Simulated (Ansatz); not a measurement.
Compare A (`C=COB(O)O`) with its isomer B (`CBOC(=O)O`).

Calculated with Ansatz (gas phase, PBE0-D4/def2-TZVP geometries, no zero-point term in ΔE). CCSD(T)/CBS is the MP2 limit (def2-TZVPP, def2-QZVPP) plus CCSD(T) − MP2 in def2-TZVPP, frozen cores. DFT in def2-TZVPP. B3LYP here is the variant with VWN-RPA as its local correlation; programs differ in this. One conformer a species, not always the lowest.

(1) Which is lower in electronic energy at CCSD(T)/CBS, and by how much? (An estimate is asked.)

(2) Give E(B) − E(A) in kJ/mol with CCSD(T)/def2-TZVPP, ωB97M-V, B2PLYP, B3LYP, MP2/def2-TZVPP, CCSD/def2-TZVPP, PBE-D4. (Best estimate.)

Largest T1 diagnostic: 0.014.

Results:

(1) The calculation gave: A, by 193.0 kJ/mol.

(2) Ansatz gave: CCSD(T)/def2-TZVPP 186.2, ωB97M-V 179.1, B2PLYP 182.3, B3LYP 180.4, MP2/def2-TZVPP 187.4, CCSD/def2-TZVPP 188.3, PBE-D4 164.5. None reverses the order clearly.

In def2-TZVPP, CCSD(T) changes the Hartree–Fock value by +7.0 kJ/mol (the triples alone add −2.1 kJ/mol) and MP2 by +8.2 kJ/mol. From PBE to PBE0 (25 % exact exchange), in def2-TZVPP and without D4, E(B) − E(A) moves by +6.3 kJ/mol.
